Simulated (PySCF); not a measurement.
Ti(F)4 anion (F4Ti), SMILES [F][Ti]([F])([F])[F] (connectivity only; charge and spin as stated), charge -1, multiplicity 2. Atoms are numbered in the order given.

```xyz
5

Ti     0.0000     0.0000     0.0000
F      1.1637     1.1637    -0.8795
F      1.1637    -1.1637     0.8795
F     -1.1637    -1.1637    -0.8795
F     -1.1637     1.1637     0.8795
```
Charge -1, spin multiplicity 2.

The structure is a stationary point at B3LYP-D3(BJ)/def2-SVPD. The multiplicity is an assumed one; other spin states were not compared. The isomer is the one that the SMILES or the coordinates give; other isomers of the formula were not compared.

Method: PBE0/def2-SVPD (PySCF).

Mulliken values depend strongly on the basis, most of all with diffuse functions as here. ESP charges are fitted to the potential on shells at 1.4 to 2.0 van der Waals radii. Atomic charges (e):

```csv
atom,ESP fit,meta-Löwdin,Mulliken,Mulliken spin
Ti1,(withheld),1.54,1.93,1.01
F2,(withheld),-0.63,-0.73,0.00
F3,(withheld),-0.63,-0.73,0.00
F4,(withheld),-0.63,-0.73,0.00
F5,(withheld),-0.63,-0.73,0.00
```

Question: Fill in the missing entries. (The exact figures need the calculation; the answer reports its results.)

Answer: 
- Ti1, ESP fit: 1.22
- F2, ESP fit: -0.56
- F3, ESP fit: -0.56
- F4, ESP fit: -0.56
- F5, ESP fit: -0.56
